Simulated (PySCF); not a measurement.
**What the low excited states add to the polarisability**

Compound: C₄H₂BrCl.
InChI=1S/C4H2BrCl/c1-2-3(5)4(2)6/h1H2

Method used: TDDFT PBE0/def2-SVPD, vertical, gas phase, core orbitals frozen in the response in PySCF 2.14.0, density-fitted response routines. Isolated species at its PBE0-D3(BJ)/def2-SVP geometry, gas phase. Relativistic effects, spin–orbit coupling among them, are left out although an element past zinc is present.

Computed singlets:

| state | E (eV) | f |
| --- | --- | --- |
| S1 | 4.34 | 0.046 |
| S2 | 4.52 | 0.0005 |
| S3 | 5.41 | 0.0034 |
| S4 | 5.99 | 0.023 |
| S5 | 6.22 | 0.0003 |
| S6 | 6.46 | 0.0001 |
| S7 | 6.59 | 0.0037 |
| S8 | 6.68 | 0.0037 |
| S9 | 6.84 | 0.0004 |
| S10 | 6.88 | 0.307 |

Question: How much of the mean static polarisability do these states give, one by one?

Answer: Each state adds f / ΔE² (ΔE in hartree, 27.2114 eV).

| state | f/ΔE² (au) | running sum (au) | running share of α (%) |
| --- | --- | --- | --- |
| S1 | 1.82 | 1.82 | 2.1 |
| S2 | 0.02 | 1.84 | 2.1 |
| S3 | 0.09 | 1.93 | 2.2 |
| S4 | 0.47 | 2.40 | 2.8 |
| S5 | 0.01 | 2.40 | 2.8 |
| S6 | 0.00 | 2.40 | 2.8 |
| S7 | 0.06 | 2.47 | 2.9 |
| S8 | 0.06 | 2.53 | 2.9 |
| S9 | 0.01 | 2.53 | 2.9 |
| S10 | 4.80 | 7.33 | 8.5 |

The full response gives 86.35 au (12.80 Å³), so 79.0 au comes from the higher roots of the same equations.

Question: By how much does the contribution of these states grow at 589.3 nm?

Answer: With ω = 0.0773 hartree each state's term in the mean polarisability goes from f / ΔE² to f / (ΔE² − ω²); the sum over all 10 states goes from 7.33 to 8.48 au, a rise of 1.15 au.

The largest single term belongs to S10, which also has the largest f.
